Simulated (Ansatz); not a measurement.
The same path of ClFGeH2 + H (6 atoms, charge 0, multiplicity 2) was run twice with different band settings. Lost on the way: Ge1–F2. Made: F2–H6.

The calculation used UKS PBE/def2-SVP (Ansatz).

Relaxed end points:

```xyz
6
Properties=species:S:1:pos:R:3
Ge -0.014 0.000 -0.264
F 0.004 0.000 1.490
Cl 2.045 0.000 -0.927
H -0.684 1.319 -0.708
H -0.684 -1.319 -0.708
H -0.033 0.000 4.427
```

```xyz
6
Properties=species:S:1:pos:R:3
Ge 0.390 -0.004 0.012
F -0.890 0.004 2.483
Cl 2.024 0.001 -1.462
H -0.440 1.292 -0.257
H -0.443 -1.296 -0.268
H -0.008 0.001 2.800
```

Common settings: spring 5.0 eV/Å²; optimiser quadratic models (default); start path through a guess of the saddle point; force threshold 0.05 eV/Å; iteration limit 60; end points relaxed.

| run | movable images | climbing image |
| --- | --- | --- |
| 1 | 5 | yes |
| 2 | 3 | no |

Problem. What does each run give, and how far can it be trusted?

Solution. Run 1: converged after 13 iterations, highest image 0.698 eV above the first end. A vibrational analysis at the climbing image gives one clearly imaginary mode, 1083i cm⁻¹: a first-order saddle point.
Run 2: converged after 8 iterations, highest image 0.060 eV above the first end. No image climbed, so the highest image needn't sit at the top of the path. A band with more images between the same ends climbed to 0.70 eV, so this one has probably stepped over the top. So few images can step over the top or miss a turn of the path.
